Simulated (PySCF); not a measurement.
## Bond energies at MP2/def2-TZVPP beside a composite method

PySCF, lowest determinants of a PBE0 search. The composite is CCSD(T) extrapolated to the basis-set limit from two correlation-consistent sets, with core-valence (CV) and scalar-relativistic (SR) terms as its label shows; it has no spin–orbit coupling and nothing beyond (T).

```csv
species,state (unpaired electrons),De MP2 (eV),De composite (eV),composite,dissociates to
GeO,singlet (closed shell),7.32,6.95,CCSD(T)/CBS(DT)+CV,Ge + O
Se2,triplet (π ↑↑),3.56,3.55,CCSD(T)/CBS(TQ),Se + Se
BI,singlet (closed shell),3.81,3.75,CCSD(T)/CBS(TQ)+CV,B + I
PS,doublet (π ↑),4.25,4.49,CCSD(T)/CBS(TQ)+SR,P + S
SbO,doublet (π ↑),4.27,4.16,CCSD(T)/CBS(DT),Sb + O
LiSi,"quartet (σ ↑, π ↑↑)",1.76,1.88,CCSD(T)/CBS(TQ)+CV+SR,Li + Si
SbI,triplet (π ↑↑),2.16,2.20,CCSD(T)/CBS(DT),Sb + I
TlF,singlet (closed shell),5.31,5.24,CCSD(T)/CBS(DT)+CV,Tl + F
```

Question: Does MP2 bind more or less than the composite, by how much on average, and where is the difference largest?

Answer: MP2/def2-TZVPP binds about as much on average, method and basis taken together: the mean signed difference is +0.03 eV and the mean absolute one 0.13 eV; it is largest for GeO (+0.37 eV).

The molecules are drawn from runs that passed checks on state, spin purity and fit, so the hardest cases are missing and the errors look smaller than over all diatomics.

Correlated steps freeze the inner cores (5 to 18 orbitals); shallow outer-core shells are correlated. UHF and ROHF references stand side by side, which adds small steps between rows. Spin–orbit coupling is left out, which matters for elements this heavy, above all for dissociation energies. Where the molecule has an RHF reference, its open-shell atoms are computed with UHF. The CCSD T1 diagnostic is raised in BI, GeO, a sign that a single reference may not be enough there. States were picked by a PBE0 search and need not be the measured ground states.
